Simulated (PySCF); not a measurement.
From one molecule to another.

First species: C6H9NSi.
SMILES: `C#C[SiH2]/N=C/C=C\C`

Second species: Ethylene carbonate, C3H4O3.
Bonds: O1–C2 (double), C2–O3, O3–C4, C4–C5, C5–O6, C2–O6. Hydrogens: H7, H8 on C4; H9, H10 on C5.

Levels: CAM-B3LYP/def2-SVPD for dipole moment, HOMO energy, LUMO energy, HOMO–LUMO gap, static isotropic polarisability and electronic spatial extent ⟨r²⟩ about the centre of nuclear charge; TDDFT CAM-B3LYP/def2-SVPD for lowest singlet excitation; TDA CAM-B3LYP/def2-SVPD for lowest triplet excitation (Tamm–Dancoff); ΔSCF CAM-B3LYP/def2-SVPD for vertical ionisation energy; PBE0-D3(BJ)/def2-SVP for rotational constant A and rotational constant C. Geometries: PBE0-D3(BJ)/def2-SVP. Each structure is a single optimised conformer of the isolated species, non-relativistic unless stated. Electronic properties by PySCF.

Dipoles, sizes and rotational constants follow the conformer. The torsions of the flexible species, by atom-mapped SMILES:
- `[CH:1]#[C:2][SiH2:3]/[N:4]=[CH:5]/[CH:6]=[CH:7]\[CH3:8]`: C2–Si3–N4–C5 -121°, N4–C5–C6–C7 5°

```
                                                         property   column X    column Y
                                                    dipole moment     5.57 D      1.49 D
                                                      HOMO energy  -10.29 eV    -8.42 eV
                                                      LUMO energy    0.83 eV    -0.64 eV
                                                    HOMO–LUMO gap   11.12 eV     7.78 eV
                                        lowest singlet excitation    7.08 eV     3.69 eV
                         lowest triplet excitation (Tamm–Dancoff)    6.59 eV     3.14 eV
                                  static isotropic polarisability    44.1 au    109.4 au
                                       vertical ionisation energy   11.39 eV     8.87 eV
electronic spatial extent ⟨r²⟩ about the centre of nuclear charge  453 bohr²  1689 bohr²
                                            rotational constant A  8.168 GHz   3.290 GHz
                                            rotational constant C  2.746 GHz   0.686 GHz
```

(1) Which column belongs to which species?

(2) How does each property change from the first species to the second?

Results:

(1) Column X is the second species and column Y the first. The first has 17 atoms and 66 electrons, the second 10 and 46.

(2) dipole moment +4.08 D; HOMO energy -1.87 eV; LUMO energy +1.47 eV; HOMO–LUMO gap +3.34 eV; lowest singlet excitation +3.39 eV; lowest triplet excitation (Tamm–Dancoff) +3.45 eV; static isotropic polarisability -65.3 au; vertical ionisation energy +2.52 eV; electronic spatial extent ⟨r²⟩ about the centre of nuclear charge -1236 bohr²; rotational constant A +4.878 GHz; rotational constant C +2.060 GHz.

On the first: S1 lies 4.09 eV below the HOMO–LUMO gap; its leading configuration is HOMO→LUMO, weight 0.95. The 10 singlets span 3.69 to 6.97 eV, and their oscillator strengths add up to 0.54.

On the second: Point group C2 permits a dipole; with 5.57 D the species has a pure rotational spectrum. The principal polarisabilities are 34.9, 41.8 and 55.4 au; their mean is the isotropic value.
